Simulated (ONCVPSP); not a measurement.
**Transferability test, ONCV potential for sulfur (S)**

* Element: sulfur
* Generator: ONCVPSP 4.0.1
* Type: optimised norm-conserving Vanderbilt (ONCV)
* Functional: PBE
* Relativity: non-relativistic
* Frozen core: [Ne]
* Valence charge: 6
* Reference configuration: 3s2 3p4
* Partial waves: 3s: rc 1.40 bohr, ncon 4, nbas 9, qcut 4.5 1/bohr, 2 projectors, debl 0.5 Ha; 3p: rc 1.20 bohr, ncon 4, nbas 8, qcut 5.4 1/bohr, local; d scattering state at 0.07 Ha: rc 1.25 bohr, ncon 4, nbas 8, qcut 7.6 1/bohr, 1 projector
* Local potential: the p channel
* Core correction: Teter function, fcfact 3.5, rcfact 1.7

In the s channel the program set the typed energies aside and used -0.630, 0.250 Ha.

Energies are relative to the spin-unpolarised reference configuration 3s2 3p4; without spin polarisation the order of configurations can differ from experiment.

```tsv
valence configuration	charge	ΔE all-electron (eV)	error AE − PS (meV)
3s2 3p2	+2	34.078	+8.8
3s2 3p1	+3	68.128	-1.4
3s1 3p5	0	10.183	-2.7
```

Question: What are ΔE and the potential's error for 3s2 3p3?

Answer: ΔE = 11.782 eV all-electron; the error (AE − PS) is +2.7 meV.
